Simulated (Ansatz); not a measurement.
Frontier orbitals of C$_{3}$H$_{8}$OZn, SMILES `C[CH](C)[Zn][OH]`.

Total charge 0; spin multiplicity 1. For Zn the d shell is correlated and the shells below it are frozen. Scalar relativity is left out up to krypton. Geometry: relaxed with PBE0-D4/def2-TZVP. It is one conformer, not always the lowest. Basis def2-TZVPP, Ansatz 0.2.0.

| functional | HOMO (eV) | LUMO (eV) | gap (eV) |
| --- | --- | --- | --- |
| PBE | -6.14 | -1.09 | 5.05 |
| PBE0 | -7.25 | -0.29 | 6.96 |
| ωB97X-V | -9.54 | 1.48 | 11.02 |
| ωB97M-V | -9.45 | 1.10 | 10.55 |

Against PBE, PBE0 changes HOMO and LUMO by −1.10 and +0.79 eV, ωB97M-V by −3.30 and +2.18 eV. A gap of 5.06 eV thus becomes 10.55 eV for the same molecule, so an orbital gap means little without its functional. A positive LUMO is unbound and depends on the basis.
